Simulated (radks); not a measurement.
Results of a calculation; reference values are marked as such.
Level of theory: scalar-relativistic Kohn-Sham, exchange-only LDA, spin-polarised, spherical densities, finite nucleus; open shells are filled with parallel spins first (spin-orbit coupling, left out, can overturn this in heavy ions); Fermi nuclear charge, rms radius of each element as measured or else 0.836 A^(1/3) + 0.57 fm (a radial shooting solver on a logarithmic mesh with Libxc functionals). Response by self-consistent Sternheimer equations with the Hartree and adiabatic exchange-only LDA kernel, the relativistic mass of each level held fixed and spin-orbit coupling left out. For heavy and open-shell atoms this level of theory can miss by tens of per cent. Rank Ta6+, Ta2+, Ta, Ta3+, Ta4+, Ta5+, Ta+ (NIST ground configurations) by static dipole polarisability, largest first.

Answer. Ta 86.74, Ta+ 41.59, Ta2+ 16.24, Ta3+ 7.915, Ta4+ 4.306, Ta5+ 2.554, Ta6+ 2.131 bohr^3.
